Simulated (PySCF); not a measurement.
# Spectroscopy problems

How the numbers were obtained: GFN2-xTB geometry, PBE0/pcSseg-1 with gauge-including orbitals, in PySCF (non-relativistic, one averaged value for each set of equivalent atoms, single conformer, gas phase).

δ = σ(ref) − σ, references computed at the same level: TMS for $^{1}$H (σ = 31.72 ppm), $^{13}$C (σ = 186.93 ppm). Splittings of carbon signals by F and P are missing where no couplings were computed. Where no couplings were computed, multiplicities follow the n + 1 count of equivalent neighbours, and m marks all less simple cases (inequivalent or close neighbours, rings, F or P nearby). Shifts are as computed. Against solution values, carbons near 30 ppm lie about +3 ppm off and those near 130 ppm about +5 ppm. Of 1211 compounds with measured shifts, 218 miss one by over three times the rms of a fit or turn the order of signals round; such compounds aren't used in these exercises.

(1) C9H10O. $^{1}$H NMR (300 MHz, computed): δ 7.80 (m, 2H), 7.69 (m, 2H), 7.58 (m, 1H), 5.32 (m, 2H), 4.73 (m, 2H), 3.85 (m, 1H). $^{13}$C{$^{1}$H} NMR (computed): δ 150.4, 134.5, 132.6, 132.5, 83.5, 44.4. Give a structure.

(2) C9H11OP. $^{1}$H NMR (400 MHz, computed): δ 9.19 (m, 1H), 7.70 (m, 1H), 7.50 (m, 1H), 7.46 (m, 1H), 7.36 (m, 1H), 3.88 (s, 3H), 2.51 (s, 3H). $^{13}$C{$^{1}$H} NMR (computed): δ 222.1 (CH), 148.9 (C), 143.0 (C), 139.5 (CH), 134.3 (CH), 133.7 (CH), 133.1 (CH), 62.0 (CH3), 23.9 (CH3). Give a structure.

(3) C9H11OP. $^{1}$H NMR (300 MHz, computed): δ 8.11 (m, 1H), 7.69 (m, 1H), 7.64 (m, 1H), 7.53 (m, 1H), 3.09 (m, 1H), 2.78 (m, 1H), 2.21 (m, 1H), 2.04 (m, 1H), 1.43 (m, 3H). $^{13}$C{$^{1}$H} NMR (computed): δ 150.2, 142.1, 137.1, 134.9, 132.5, 131.8, 34.7, 30.6, 19.6. What is it?

Results:

(1) SMILES c1ccc(C2COC2)cc1. The formula gives 5 degrees of unsaturation (2 rings in the answer). 6 carbon signals for 9 carbons: some carbons are equivalent by symmetry or fast rotation. Carbon types of the structure: 1 × C, 6 × CH, 2 × CH2, which accounts for all hydrogens. δC 150.4: substituted aromatic carbon. δC 134.5, 132.6, 132.5: aromatic CH; the aromatic region. δC 83.5: sp3 CH2 bonded to O; deshielded by the electronegative neighbour. δH 7.80, 7.69, 7.58: hydrogen on an aromatic CH; it sits in the deshielding region of the aromatic ring current.

The shifts were computed for this structure.

(2) `CO/C=P/c1cccc(C)c1`. 9 carbon signals for 9 carbons: no two carbons are equivalent. Carbon types of the structure: 2 × C, 5 × CH, 2 × CH3, which accounts for all hydrogens. δC 222.1: carbon double-bonded to a heavier main-group atom. δC 148.9, 143.0: substituted aromatic carbon. δC 139.5, 134.3, 133.7, 133.1: aromatic CH; the aromatic region. δC 62.0: methyl carbon bonded to O; pulled downfield by the heteroatom.

This is the structure that produced the data.

(3) SMILES O=[P@]1(C)CCc2ccccc21. 9 carbon signals for 9 carbons: no two carbons are equivalent. Carbon types of the structure: 2 × C, 4 × CH, 2 × CH2, 1 × CH3, which accounts for all hydrogens. δC 150.2, 142.1: substituted aromatic carbon. δC 137.1, 134.9, 132.5, 131.8: aromatic CH; the aromatic region. δC 30.6: sp3 CH2 on an aromatic ring; aliphatic region, no heteroatom directly attached. δH 8.11, 7.69, 7.64, 7.53: hydrogen on an aromatic CH; it sits in the deshielding region of the aromatic ring current.

This is the structure that produced the data.
